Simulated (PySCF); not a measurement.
# Trend along group 14: MBi cations

PBE with double-zeta basis sets in PySCF, for the lowest determinant that a PBE0 search found; no spin–orbit coupling. De refers to high-spin ground-configuration atoms (the charge goes to the atom of lower measured ionisation energy or higher electron affinity, which is not always the lowest computed limit). A positive dipole points towards Bi; it is taken about the centre of mass and depends on that origin.

| M | basis | charged atom | state (unpaired electrons) | Re (Å) | ωe (cm⁻¹) | De (eV) | μ (D) |
| --- | --- | --- | --- | --- | --- | --- | --- |
| C | def2-SVP | Bi+ | triplet (σ ↑, π ↑) | 2.074 | 654 | n/a | 0.48 |
| Si | def2-SVP | Bi+ | triplet (π ↑↑) | 2.654 | 305 | n/a | -3.45 |
| Ge | def2-SVP | Bi+ | triplet (π ↑↑) | 2.716 | 201 | n/a | -2.35 |
| Sn | def2-SVP | Bi+ | triplet (π ↑↑) | 2.910 | 157 | n/a | -2.76 |
| Pb | cc-pVDZ-PP | Bi+ | triplet (π ↑↑) | 2.981 | 130 | n/a | -1.78 |

The shortest bond is that of BiC⁺ (2.074 Å), the longest that of BiPb⁺ (2.981 Å).

The rows differ in basis set, which adds steps of its own.

The state changes along the series, so neighbouring rows are not always alike in their bonding.

Spin–orbit coupling is left out, which matters for elements this heavy, above all for dissociation energies. States were picked by a PBE0 search and need not be the measured ground states.
